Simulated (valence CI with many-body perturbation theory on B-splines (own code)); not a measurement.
# Mo³⁶⁺ in brief

Method: relativistic CI+MBPT: four valence electrons over a frozen Dirac-Fock core [He], radial functions for each j: 11 s, 11 p, 9 d, 7 f, 5 g, 2 h, 1 i, with the one-electron correlation potential Σ1, the two-electron term Σ2, the three-electron term Σ3, Breit, model QED; selected CI, second order for the rest (own B-spline code, finite nucleus).

The last digits are not significant, and no measured levels were compared; by estimate large intervals hold to a few tenths of a per cent, small ones and those within an open d or f shell to about a per cent. Among the levels kept, up to 290 cm⁻¹ of a level comes from second order outside the variational space, and about a tenth of that is noise between levels of different J, which matters for small intervals.

Levels are named by their leading jj configuration (3d3/2^4 stands for four electrons in 3d with j = 3/2), which in mixed levels can hold well under half, so a name can repeat and another be missing.

Rates and lifetimes use the calculated energies. Strong lines usually hold to 10 to 20 %, long lifetimes can be off by a factor of two.

Q: What is the ground level?

A: (2s^2 2p1/2^2) J=0, composition 75 % 2s2.2p2 3P + 25 % 2s2.2p2 1S.

Q: Among levels below 26173 × 10³ cm⁻¹, which E1 lines absorb most strongly from the ground level?

A: to (2s^2 2p1/2 3d3/2) J=1 at 0.4148 nm, f = 1.41; to (2s 2p1/2^2 3p3/2) J=1 at 0.4055 nm, f = 0.404; to (2s 2p1/2^2 2p3/2) J=1 at 4.457 nm, f = 0.129.

Q: What are the static dipole polarisabilities of the lowest levels?

A: (2s^2 2p1/2^2) J=0 0.00148; (2s^2 2p1/2 2p3/2) J=1 0.00180 (tensor 9.7e-05) bohr³, of which the core gives 2.71e-06.

Q: What is the ionisation energy?

A: 5092.8 eV; NIST lists 5084 ± 6 eV (semi-empirical).

Q: Where does the other parity begin?

A: At (2s 2p1/2^2 2p3/2) J=2, 1853.4 × 10³ cm⁻¹.

Q: How well does LS coupling describe the low levels?

A: Among the lowest 20 levels the leading LS term, summed over configurations, holds 65 % on average. For single configurations the figures are 65 % in LS and 96 % in jj coupling. Terms mix most in the J = 1 level at 3282.1 × 10³ cm⁻¹, where the leading one holds 34 %.

Q: Name the longest-lived excited levels whose lifetime is computed, and their main decay.

A: (2s^2 2p1/2 2p3/2) J=2 at 934.24 × 10³ cm⁻¹ lives 104 μs, mostly by M1 to (2s^2 2p1/2 2p3/2) J=1; (2s^2 2p1/2 2p3/2) J=1 at 834.74 × 10³ cm⁻¹ lives 128 ns, mostly by M1 to (2s^2 2p1/2^2) J=0; (2s^2 2p3/2^2) J=2 at 1839.1 × 10³ cm⁻¹ lives 66.5 ns, mostly by M1 to (2s^2 2p1/2 2p3/2) J=1.
